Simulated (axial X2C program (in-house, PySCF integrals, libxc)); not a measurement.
**Nuclear properties of RuNC**

Computed with an axial X2C code built on PySCF integrals: two-component X2C with atomic mean-field Coulomb and Gaunt terms, Gaussian nuclei, basis Ru dyall-v3z, N dyall-av3z, C dyall-v3z with contracted cores.

Ru–N–C held linear, with bonds 1.941 and 1.177 Å (near the PBE0 minimum at charge 0 of the determinant lowest at the starting distance; the state shown can have its own minimum elsewhere, held linear; other orders of the atoms were not compared).

Determinant lowest in the PBE0 search, Ω = 9/2 (⟨Sz⟩ = 1.50, ⟨Lz⟩ = 3.00 at PBE0), spin on the atoms Ru 1.49, N -0.02, C 0.03:

| level | Eeff magnitude (GV/cm) | Ws magnitude Ru (kHz) | A∥/gI Ru (MHz) | qzz Ru (a.u.) | A∥/gI N (MHz) | qzz N (a.u.) | A∥/gI C (MHz) | qzz C (a.u.) | μ (D) |
| --- | --- | --- | --- | --- | --- | --- | --- | --- | --- |
| PBE0 | 2.67 | 0.254 | 502 | 0.14 | 0.357 | -0.32 | 4.19 | -0.88 | -6.91 |
| HF | 3.41 | 0.326 | 323 | -0.92 | -6.94 | -0.54 | 3.78 | -1.05 | -7.73 |
| B3LYP | 2.43 | 0.229 | 516 | 0.26 | 1.31 | -0.34 | 4.42 | -0.90 | -6.70 |

Determinant 0.05 eV from it at PBE0 and this distance, Ω = 3/2 (⟨Sz⟩ = 1.48, ⟨Lz⟩ = 0.02 at PBE0), spin on the atoms Ru 1.52, N -0.01, C -0.03:

| level | Eeff magnitude (GV/cm) | Ws magnitude Ru (kHz) | A∥/gI Ru (MHz) | qzz Ru (a.u.) | A∥/gI N (MHz) | qzz N (a.u.) | A∥/gI C (MHz) | qzz C (a.u.) | μ (D) |
| --- | --- | --- | --- | --- | --- | --- | --- | --- | --- |
| PBE0 | 1.7 | 0.492 | 740 | -4.28 | -5.37 | -0.27 | 3.15 | -0.83 | -7.24 |
| HF | 1.97 | 0.509 | 394 | -4.98 | -19 | -0.53 | 3.51 | -1.02 | -7.79 |
| B3LYP | 1.52 | 0.432 | 819 | -4.13 | -3.88 | -0.28 | 2.61 | -0.85 | -7.04 |

Eeff is the effective electric field on the electron electric dipole moment in this Ω state and Ws the scalar–pseudoscalar constant of the nucleus named (defined with the proton number Z and per Ω); A∥ (defined per Ω) follows by multiplying with gI = μI/(I μN); qzz is the electric field gradient, eQq0 = 234.96 MHz × Q/barn × qzz; μ is positive if the C end (last atom) is positive. The operators were transformed with the bare-nucleus X2C matrices; with these basis sets, hyperfine constants and field gradients can be off by tens of per cent, and where levels differ in sign neither size nor sign is settled.

**Question.** With gI(101Ru) = -0.2880, Q(14N) = 0.02044 barn, gI(13C) = 1.4048 (g factors from the IAEA table of nuclear moments by Stone; Q from Pyykkö, Mol. Phys. 2018), turn the PBE0 values of the first state into constants in MHz.

**Answer.** A∥(101Ru) = 502 × -0.2880 = -145 MHz; eQq0(14N) = 234.96 × (0.02044) × (-0.32) = -1.54 MHz; A∥(13C) = 4.19 × 1.4048 = 5.89 MHz.

The molecule was held linear; bending was not examined, so a bent shape may lie lower.

Each state is one determinant with collinear spin, which with several unpaired electrons need not be a pure state. Unrestricted Hartree–Fock can overshoot spin polarisation at the nuclei. With several open shells hyperfine constants can be off by a factor of several. States lie within half an eV, so the first need not be the ground state. Where a field gradient or hyperfine factor spreads by more than a factor of two over the levels, a constant derived from it is not to be relied on. PBE0 term energies can be off by some tenths of an eV.
